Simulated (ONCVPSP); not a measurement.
**Potentials for boron compared**

Generated with ld1.x 7.5 (TM, RRKJ, ultrasoft, PAW), atompaw 4.2 or ONCVPSP 4.0.1. The cutoff is in Ry: for ld1.x and atompaw files where the sum of valence levels is converged to 10 mRy in a Bessel basis, for ONCV files where the hardest occupied wave has 1 mHa per electron of residual kinetic energy. The error is the largest all-electron minus pseudo excitation energy over each file’s own four to seven test configurations (ionisations up to +4, promotions, holes and added fractions of an electron), all of which were solved. The labels leave out finer settings (local radius, basis sizes, second energies), which also bear on the numbers. Spin-polarised tests are not counted. The rows are a selection from randomly drawn settings: files with unsolved tests, undetermined cutoffs or missed reference levels are left out.

| potential | cutoff (Ry) | largest error (meV) | bound ghosts |
| --- | --- | --- | --- |
| ONCV, LDA (Perdew-Wang 92), scalar-relativistic, rc 1.35/3.75 (sp), local smoothed, core correction yes, reference 2s2 2p1, qcut 4.6/2.8, projectors 2/2 | 20 | +980 | none |
| ONCV, PBE, scalar-relativistic, rc 1.60/3.95 (sp), local smoothed, core correction yes, reference 2s2 2p1, qcut 3.7/3.4, projectors 2/2 | 30 | +639 | none |
| ONCV, LDA (Perdew-Wang 92), fully relativistic, rc 1.40/3.50 (sp), local smoothed, core correction yes, reference 2s2 2p1, qcut 4/4.8, projectors 2/2 | 31 | +356 | none |
| ONCV, PBEsol, scalar-relativistic, rc 1.10/1.10 (sp), local s, core correction no, reference 2s1, qcut 6.5/6.9, projectors 0/2 | 26 | +99 | none |
| ONCV, PBEsol, scalar-relativistic, rc 1.30/4.00 (sp), local smoothed, core correction yes, reference 2s2 2p1, qcut 6.1/4.2, projectors 2/2 | 25 | +563 | none |
| ONCV, BLYP, scalar-relativistic, rc 1.30/3.75/4.00 (spd), local smoothed, core correction yes, reference 2s2 2p1, qcut 4.9/3.1/2.6, projectors 2/1/1 | 24 | +933 | none |

Q: Fill in the row for B: ONCV, LDA (Perdew-Zunger), scalar-relativistic, rc 1.05/2.60/2.80 (spd), local smoothed, core correction yes, reference 2s2 2p1, qcut 4.9/5.1/3.4, projectors 2/1/3.

A: cutoff 24 Ry, largest error +109 meV, bound ghosts: none.

Q: Fill in the row for B: ONCV, PBE, fully relativistic, rc 1.30/1.10 (sp), local smoothed, core correction yes, reference 2s1, qcut 4/8.3, projectors 2/2.

A: cutoff 59 Ry, largest error +116 meV, bound ghosts: none.
